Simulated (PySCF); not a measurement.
H6NSi2, SMILES [N]([SiH3])[SiH3] (connectivity only; charge and spin as stated), charge -1, multiplicity 1.

Coordinates come from a PBE0-D3(BJ)/def2-SVPD optimisation. The spin state was assumed, not searched. The isomer is the one that the SMILES or the coordinates give; other isomers of the formula were not compared.

The numbers are results of SMD-B3LYP/def2-SVPD (PySCF), not measurements.

Solvation free energies are E(SMD) − E(gas) at the gas-phase geometry, for 1 M in both phases.

Q: Estimate the solvation free energies in water, chlorobenzene, acetone. (Estimate from the structure and the level; the computed values follow.)

A: 
```csv
solvent,ΔG(solv) (kcal/mol),its non-electrostatic (CDS) part
water,-46.5,3.4
chlorobenzene,-40.8,0.4
acetone,-47.6,0.3
```
